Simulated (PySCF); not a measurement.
C2H7MgNSe, SMILES [Mg]([N](C)C)[SeH].

Coordinates come from a PBE-D3(BJ)/def2-SVP optimisation. The values are those of a single conformer.

Two levels are set side by side: PBE/def2-TZVP (PySCF) and r2SCAN/def2-TZVP (PySCF). Same geometry, gas phase. Differences are taken from unrounded values.

```
quantity                     r2SCAN
---------------------------  ------
orbital gap (eV)               2.98
highest occupied level (eV)   -4.60
lowest empty level (eV)       -1.62
dipole moment (D)              1.21
mean polarisability (bohr³)    93.6
```

Question: What does PBE give, and how far is it from r2SCAN? (The exact figures need the calculation; the answer reports its results.)

Answer: 
```
quantity                       PBE  PBE minus r2SCAN
---------------------------  -----  ----------------
orbital gap (eV)              2.41             -0.57
highest occupied level (eV)  -4.41              0.20
lowest empty level (eV)      -2.00             -0.38
dipole moment (D)             1.08             -0.14
mean polarisability (bohr³)   97.9               4.3
```

Rough cost on one machine, each run with all the roots and properties that it gave: r2SCAN against PBE about 3 times.
